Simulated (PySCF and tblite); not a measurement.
Results of a calculation; reference values are marked as such.
System: C₃H₄O₂Si, numbered as in [CH:1]#[C:2][C:3](=[O:4])[O:5][SiH3:6].

Level: PBE0/pcSseg-1 + D3(BJ) on GFN2-xTB stationary points, with GFN2-xTB thermal terms. Rates follow Eyring's equation with the number of equivalent paths and no tunnelling. (PySCF 2.14 with density fitting, tblite 0.8.)

What barrier does the rotation about the C3–O5 bond (torsion C2–C3–O5–Si6 from -180° to 0°, rising) meet, and how fast is it at 298 K?

The electronic barrier is 7.0 kcal/mol and ΔG‡(298 K) 7.1 kcal/mol, over a C1 saddle with an imaginary mode of 64i cm⁻¹ (GFN2-xTB). With 2 equivalent paths, k is 7.7×10⁷ s⁻¹, a mean lifetime of the start of 13 ns against this motion. The end lies 3.9 kcal/mol above the start in free energy.
